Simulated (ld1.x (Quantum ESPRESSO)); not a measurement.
# selenium: excitation energies, all-electron against PAW

ld1.x (Quantum ESPRESSO) 7.5 input, shortened:

```
&input
   title='Se', zed=34., rel=1, dft='PZ', iswitch=3,
   config='[Ar] 3d10 4s1.75 4p4.25'
 /
 &inputp
   pseudotype=3, lpaw=.true., tm=.true., lloc=-1, rcloc=0.90,
   nlcc=.true., new_core_ps=.true., rcore=0.80,
   which_augfun='BESSEL', rmatch_augfun=0.95
 /
6
4S  1  0   1.75   0.00  1.55  1.85  0.0
4S  1  0   0.00  -0.55  1.55  1.85  0.0
4P  2  1   4.25   0.00  1.25  1.45  0.0
4P  2  1   0.00   0.25  1.25  1.45  0.0
3D  3  2  10.00   0.00  0.90  1.00  0.0
3D  3  2   0.00  -1.50  0.90  1.00  0.0
 &test
   configts(1)='3d10 4s1.75 4p4.25'
 /
```

Energies are relative to the spin-unpolarised reference configuration 3d10 4s1.75 4p4.25; without spin polarisation the order of configurations can differ from experiment. Spin-polarised rows fill each open shell by Hund’s rule, majority spin first.

Task: Give the all-electron excitation energy and the error of the potential for: 3d10 4s2 4p4; 3d10 4s2 4p3; 3d10 4s2 4p2; 3d10 4s2 4p0; 3d10 4s2 4p4.3; 3d10 4s0 4p6; 3d9 4s2 4p5; 3d10 4s1.75 4p4.25 (spin-polarised); 3d10 4s2 4p4 (spin-polarised).

Result:

| valence configuration | charge | ΔE all-electron (eV) | error AE − PS (meV) |
| --- | --- | --- | --- |
| 3d10 4s2 4p4 | 0 | -2.713 | +0.5 |
| 3d10 4s2 4p3 | +1 | 8.295 | -0.7 |
| 3d10 4s2 4p2 | +2 | 28.854 | -3.6 |
| 3d10 4s2 4p0 | +4 | 102.582 | -22 |
| 3d10 4s2 4p4.3 | -0.3 | -4.350 | +0.7 |
| 3d10 4s0 4p6 | 0 | 19.381 | +27 |
| 3d9 4s2 4p5 | 0 | 49.089 | -426 |
| 3d10 4s1.75 4p4.25 (spin-polarised) | 0 | -0.612 | 0.0 |
| 3d10 4s2 4p4 (spin-polarised) | 0 | -3.307 | +0.4 |

Note: ghost states, extra bound levels that the all-electron valence spectrum of the same l lacks: s at -424.2 eV, p at -37.6 eV. A true bound ghost makes a file unfit for plane-wave use.
